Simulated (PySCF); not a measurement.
Orbital gap (eV) of eight silicon and germanium compounds: PBE beside ωB97X, computed with PySCF for isolated molecules in the bases named; differences from unrounded values. The eight are the first of their class met in an unordered collection, after screening for sound electronic states; none was chosen by its value. Each molecule has one DFT geometry for both levels.

| molecule | basis | ωB97X | PBE | difference |
|---|---|---|---|---|
| Ge(F)(Cl)2(OH) (Cl2FGeHO), SMILES [OH][Ge]([F])([Cl])[Cl] | def2-TZVP | 12.68 | ___ | ___ |
| CH5F3Si2, SMILES F[SiH2]C(F)(F)[SiH3] | def2-TZVP | 11.87 | 5.06 | -6.81 |
| H₉NSi₃, SMILES [SiH2]([SiH3])N[SiH3] | def2-TZVP | 11.50 | ___ | ___ |
| Si(F)3(SeH) (F3HSeSi), SMILES F[Si](F)(F)[SeH] | def2-TZVP | 11.95 | 5.34 | -6.61 |
| C₃H₆FNSi, SMILES F[SiH2]N1C=CC1 | def2-TZVP | 10.94 | 4.43 | -6.52 |
| GeBr2, SMILES [Br][Ge][Br] (connectivity only; charge and spin as stated), neutral, multiplicity 1 | def2-TZVPD | 8.61 | 2.84 | -5.76 |
| C₂H₇F₂NSi, SMILES N[SiH2]CC(F)F | def2-TZVP | 12.31 | 5.60 | -6.72 |
| C₂H₈OSi₂, SMILES C[Si@H]1CO[SiH2]1 | def2-TZVP | 11.42 | ___ | ___ |

Problem. Some entries are withheld; supply them. (Estimate from the structure and the level; the computed values follow.)

Solution. 
- C₂H₈OSi₂, SMILES C[Si@H]1CO[SiH2]1, PBE: 5.16
- C₂H₈OSi₂, SMILES C[Si@H]1CO[SiH2]1, difference: -6.27
- H₉NSi₃, SMILES [SiH2]([SiH3])N[SiH3], PBE: 4.92
- H₉NSi₃, SMILES [SiH2]([SiH3])N[SiH3], difference: -6.58
- Ge(F)(Cl)2(OH) (Cl2FGeHO), SMILES [OH][Ge]([F])([Cl])[Cl], PBE: 5.46
- Ge(F)(Cl)2(OH) (Cl2FGeHO), SMILES [OH][Ge]([F])([Cl])[Cl], difference: -7.22

PBE lies below ωB97X in 8 and above it in 0 of the eight; the mean signed difference is -6.56 and the largest -7.22 eV.
